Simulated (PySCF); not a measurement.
SMILES n1ccc(cc1)[SiH2]c1ccccc1 (GFN2-xTB optimised geometry):

```
24

C     -0.886    -3.782     0.000
C     -1.571    -2.579    -0.003
C     -0.874    -1.385    -0.004
C      0.519    -1.364     0.000
Si     1.491     0.254    -0.012
C      0.362     1.631     0.623
C     -0.323     1.502     1.830
C     -1.145     2.530     2.259
N     -1.323     3.651     1.580
C     -0.674     3.786     0.436
C      0.171     2.816    -0.080
C      1.190    -2.584     0.000
C      0.499    -3.782     0.000
H     -1.429    -4.716     0.003
H     -2.652    -2.572    -0.003
H     -1.420    -0.451    -0.004
H      1.929     0.588    -1.374
H      2.652     0.142     0.881
H     -0.218     0.605     2.423
H     -1.694     2.457     3.190
H     -0.845     4.718    -0.089
H      0.674     2.980    -1.021
H      2.271    -2.591     0.001
H      1.040    -4.718     0.001
```

Computed with CAM-B3LYP/def2-SVP (PySCF).

### Question
What are the frontier orbital energies and the dipole moment?

### Answer
HOMO-2 -8.66 eV, HOMO-1 -8.61 eV, HOMO -8.58 eV, LUMO 0.15 eV, LUMO+1 0.54 eV; dipole moment 2.23 D.

Meta-Löwdin charges at CAM-B3LYP/def2-SVP: C1 -0.09, C2 -0.10, C3 -0.09, C4 -0.23, Si5 0.64, C6 -0.19, C7 -0.12, C8 0.02, N9 -0.25, C10 0.02, C11 -0.12, C12 -0.09, C13 -0.10, H14 0.11, H15 0.10, H16 0.10, H17 -0.11, H18 -0.11, H19 0.11, H20 0.11, H21 0.10, H22 0.10, H23 0.10, H24 0.10.
